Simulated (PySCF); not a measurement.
Input file for PySCF: R-M06-2X/def2-TZVPPD on CH4O (SMILES CO) with ghost functions.

```python
from pyscf import gto, dft

mol = gto.M(
    atom='''
    C     0.65683229    0.27041643    3.58323182
    O    -0.69177518    0.00226687    3.22935982
    H     1.26678373   -0.63956875    3.60637250
    H     0.64228412    0.69953575    4.58417499
    H     1.12538947    0.99218627    2.90500016
    H    -0.70631986   -0.37616700    2.34484376
    ghost-C   -0.07214757    0.03071070   -0.15670475
    ghost-H    0.04576111    0.26599455   -1.21319241
    ghost-H   -0.64911593   -0.88962410   -0.06233894
    ghost-H    0.91145090   -0.10370336    0.29224828
    ghost-H   -0.59418863    0.84834177    0.33872734
    ''',
    basis='def2-tzvppd',
    charge=0, spin=0, verbose=4, max_memory=1800)
mf = dft.RKS(mol, xc='m062x').density_fit(auxbasis='def2-universal-jkfit')
mf.grids.level = 4
mf.conv_tol = 1e-9
mf.max_cycle = 150
mf.kernel()
mf.dip_moment()
```

Output:

```
PySCF version 2.14.0

[INPUT] verbose = 4
[INPUT] num. atoms = 11
[INPUT] num. electrons = 18
[INPUT] charge = 0
[INPUT] spin (= nelec alpha-beta = 2S) = 0
[INPUT] symmetry False subgroup None
[INPUT] Mole.unit = angstrom
[INPUT] Symbol           X                Y                Z      unit          X                Y                Z       unit  Magmom
[INPUT]  1 C      0.656832290000   0.270416430000   3.583231820000 AA    1.241233137871   0.511012992283   6.771326780627 Bohr   0.0
[INPUT]  2 O     -0.691775180000   0.002266870000   3.229359820000 AA   -1.307265629972   0.004283763460   6.102605617475 Bohr   0.0
[INPUT]  3 H      1.266783730000  -0.639568750000   3.606372500000 AA    2.393874308755  -1.208609775330   6.815056328163 Bohr   0.0
[INPUT]  4 H      0.642284120000   0.699535750000   4.584174990000 AA    1.213741080957   1.321930981842   8.662835238181 Bohr   0.0
[INPUT]  5 H      1.125389470000   0.992186270000   2.905000160000 AA    2.126677881769   1.874960314854   5.489654694218 Bohr   0.0
[INPUT]  6 H     -0.706319860000  -0.376167000000   2.344843760000 AA   -1.334751091741  -0.710852607099   4.431112511295 Bohr   0.0
[INPUT]  7 GHOST-C  -0.072147570000   0.030710700000  -0.156704750000 AA   -0.136339147853   0.058034812094  -0.296129059918 Bohr   0.0
[INPUT]  8 GHOST-H   0.045761110000   0.265994550000  -1.213192410000 AA    0.086475965056   0.502656850127  -2.292601391301 Bohr   0.0
[INPUT]  9 GHOST-H  -0.649115930000  -0.889624100000  -0.062338940000 AA   -1.226651330792  -1.681145902813  -0.117803523496 Bohr   0.0
[INPUT] 10 GHOST-H   0.911450900000  -0.103703360000   0.292248280000 AA    1.722392576988  -0.195970948597   0.552269209575 Bohr   0.0
[INPUT] 11 GHOST-H  -0.594188630000   0.848341770000   0.338727340000 AA   -1.122853777031   1.603133605329   0.640101903502 Bohr   0.0

nuclear repulsion = 40.2900571194785
number of shells = 96
number of NR pGTOs = 311
number of NR cGTOs = 250
basis = def2-tzvppd
ecp = {}


******** <class 'pyscf.df.df_jk.DFRKS'> ********
method = DFRKS
initial guess = minao
damping factor = 0
level_shift factor = 0
DIIS = <class 'pyscf.scf.diis.CDIIS'>
diis_start_cycle = 1
diis_space = 8
diis_damp = 0
SCF conv_tol = 1e-09
SCF conv_tol_grad = None
SCF max_cycles = 150
direct_scf = False
XC library pyscf.dft.libxc version 7.1.2
    S. Lehtola, C. Steigemann, M. J. T. Oliveira, and M. A. L. Marques,  SoftwareX 7, 1–5 (2018)
XC functionals = m062x
    Y. Zhao and D. G. Truhlar,  Theor. Chem. Acc. 120, 215 (2008)
    Y. Zhao and D. G. Truhlar,  Theor. Chem. Acc. 120, 215 (2008)
radial grids:
    Treutler-Ahlrichs [JCP 102, 346 (1995); DOI:10.1063/1.469408] (M4) radial grids

becke partition: Becke, JCP 88, 2547 (1988); DOI:10.1063/1.454033
pruning grids: <function nwchem_prune>
grids dens level: 4
symmetrized grids: False
atomic radii adjust function: <function treutler_atomic_radii_adjust>
small_rho_cutoff = 0
Set gradient conv threshold to 3.16228e-05
Initial guess from minao.
tot grids = 211144
******** <class 'pyscf.df.df.DF'> ********
auxbasis = def2-universal-jkfit
init E= -115.743273825738
  HOMO = -0.364158272877521  LUMO = -0.0117632302151378  gap/eV = 9.58916
cycle= 1 E= -115.667553118909  delta_E= 0.0757  |g|= 0.528  |ddm|= 1.55
  HOMO = -0.253924085055235  LUMO = 0.00189187582839878  gap/eV = 6.96111
cycle= 2 E= -115.648804500943  delta_E= 0.0187  |g|= 0.646  |ddm|= 0.703
  HOMO = -0.357683162425054  LUMO = 0.00134546789434964  gap/eV = 9.76967
cycle= 3 E= -115.719033432797  delta_E= -0.0702  |g|= 0.033  |ddm|= 0.303
  HOMO = -0.355935673745936  LUMO = 0.00266405896314126  gap/eV = 9.75800
cycle= 4 E= -115.719221578677  delta_E= -0.000188  |g|= 0.0073  |ddm|= 0.0381
  HOMO = -0.3559575677026  LUMO = 0.00251316315777927  gap/eV = 9.75449
cycle= 5 E= -115.7192324255  delta_E= -1.08e-05  |g|= 0.00249  |ddm|= 0.00829
  HOMO = -0.356275205689116  LUMO = 0.00251220172829036  gap/eV = 9.76310
cycle= 6 E= -115.719233858387  delta_E= -1.43e-06  |g|= 0.000613  |ddm|= 0.00213
  HOMO = -0.356189232209317  LUMO = 0.00253615964125586  gap/eV = 9.76142
cycle= 7 E= -115.719233952925  delta_E= -9.45e-08  |g|= 7.97e-05  |ddm|= 0.000836
  HOMO = -0.3562062886697  LUMO = 0.00253198320995196  gap/eV = 9.76177
cycle= 8 E= -115.719233955518  delta_E= -2.59e-09  |g|= 1.59e-05  |ddm|= 0.000151
  HOMO = -0.356207314016252  LUMO = 0.00253275520552521  gap/eV = 9.76181
cycle= 9 E= -115.71923395563  delta_E= -1.12e-10  |g|= 2.87e-06  |ddm|= 2.84e-05
  HOMO = -0.356207353694334  LUMO = 0.00253271915173059  gap/eV = 9.76181
Extra cycle  E= -115.719233955633  delta_E= -3.07e-12  |g|= 1.7e-06  |ddm|= 5.24e-06
converged SCF energy = -115.719233955633
Dipole moment(X, Y, Z, Debye):  1.34417, -0.30024, -0.97840
```

The calculation finished and met its thresholds.

Cost: roughly 80 core-seconds.
